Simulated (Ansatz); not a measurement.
Cl$_{2}$H$_{3}$NOZr, SMILES `[NH2][Zr]([OH])([Cl])[Cl]`. Total charge 0; spin multiplicity 1. Zr: def2 effective core potential. The geometry is a stationary point of PBE0-D4/def2-TZVP. It is one conformer, not always the lowest.

```xyz
8

N    -0.829    0.228   -1.247
Zr    0.228   -0.422    0.328
O     0.789    1.140    1.243
Cl   -1.150   -1.800    1.665
Cl    2.051   -1.712   -0.446
H    -1.270   -0.367   -1.936
H    -1.006    1.196   -1.480
H     1.186    1.737    1.873
```

Problem. What is the dipole moment at ωB97M-V/def2-TZVPP? (Best estimate.)

Solution. The calculation gave: 3.40 D, with components (-0.42, 3.34, -0.48) D in this frame, pointing from negative to positive charge.

Problem. And with PBE, r2SCAN, B3LYP? (An estimate is asked.)

Solution. Ansatz gave: PBE 3.38 D, r2SCAN 3.44 D, B3LYP 3.37 D.

Problem. Give the Mulliken charges with ωB97M-V, PBE, B3LYP in def2-TZVPP. (Estimate.)

Solution. Computed: 
| atom | ωB97M-V | PBE | B3LYP |
| --- | --- | --- | --- |
| N1 | -0.49 | -0.50 | -0.53 |
| Zr2 | 1.12 | 1.07 | 1.21 |
| O3 | -0.47 | -0.45 | -0.50 |
| Cl4 | -0.29 | -0.31 | -0.33 |
| Cl5 | -0.29 | -0.31 | -0.33 |
| H6 | 0.12 | 0.15 | 0.14 |
| H7 | 0.12 | 0.15 | 0.14 |
| H8 | 0.18 | 0.19 | 0.19 |

B3LYP here is the variant with VWN-RPA as its local correlation; programs differ in this.
